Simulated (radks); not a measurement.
Zn XVI, 15 electrons, occupied as [Ne] 3s2 3p3 (the NIST ground configuration).

All-electron calculation, scalar-relativistic Kohn-Sham, PBE, spin-unpolarised, spherical densities, point nucleus. Program: a radial shooting solver on a logarithmic mesh with Libxc functionals.

Energy parts (eV):
part                       energy
total                  -45841.800
kinetic                 46637.618
electron-nucleus      -101961.020
Hartree                 10979.332
exchange-correlation    -1497.730

Orbitals (lengths in bohr, moments of r in powers of bohr; <r^-3> diverges for s and p1/2; r(max) is where P^2 peaks):
| orbital | occ. | eigenvalue (eV) | r(max) | <r^-3> |
|---|---|---|---|---|
| 1s | 2 | -10056.03 | 0.03291 | - |
| 2s | 2 | -1679.118 | 0.1887 | - |
| 2p | 6 | -1527.594 | 0.1516 | 805.7 |
| 3s | 2 | -561.9741 | 0.5415 | - |
| 3p | 3 | -514.6035 | 0.5299 | 162.2 |
| 3d | 0 | -445.1042 | 0.4459 | 22.15 |
| 4s | 0 | -272.7840 | 1.142 | - |
| 4p | 0 | -254.5636 | 1.162 | 55.51 |

The highest occupied level is 3p at -514.60 eV. The density falls to 0.001 e/bohr^3 at r = 1.47 bohr. For comparison, the ionisation energy in NIST's Atomic Spectra Database is 540 eV (semi-empirical). In exact Kohn-Sham theory the highest level is minus the ionisation energy, but local and semilocal functionals leave it too shallow, through self-interaction and a potential that decays too fast; potentials with the right tail come closer. Summed over all electrons, <r^2> = 2.334 bohr^2, which gives a Langevin (diamagnetic) susceptibility term of -1.85 x 10^-6 cm^3/mol.

Beside tabulated values, note that spin-unpolarised runs miss the spin-polarisation part of the exchange energy of open shells.
